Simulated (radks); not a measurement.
Q: The ruthenium ion Ru2+, configuration [Kr] 4d5 6f1 (not the ground configuration). Calculated with a radial shooting solver on a logarithmic mesh with Libxc functionals: Dirac Kohn-Sham, LDA (Slater exchange, Perdew-Wang correlation), spin-unpolarised, spherical densities, finite nucleus; open shells fill j = l - 1/2 first; Fermi nuclear charge, rms radius 4.4809 fm. Some entries of the table are withheld. Estimate them.

orbital,occ.,eigenvalue (eV),r(max) (bohr)
1s1/2,2,-21928.87,(1)
2s1/2,2,-3181.195,0.1232
2p1/2,2,-2943.954,0.09549
2p3/2,4,-2813.247,0.09949
3s1/2,2,-586.5626,0.3622
3p1/2,2,-494.4396,0.3487
3p3/2,4,-472.2402,0.3583
3d3/2,4,-308.5267,(2)
3d5/2,6,-304.1957,(3)
4s1/2,2,-108.1915,0.9109
4p1/2,2,-80.3623,0.9598
4p3/2,4,-76.8193,0.9844
4d3/2,4,-34.9989,1.165
4d5/2,1,-34.5823,1.175
6f5/2,1,-3.3130,15.46
6f7/2,0,-3.3125,15.47

A: 
(1) 1s1/2 r(max) (bohr): 0.02174
(2) 3d3/2 r(max) (bohr): 0.2989
(3) 3d5/2 r(max) (bohr): 0.3017
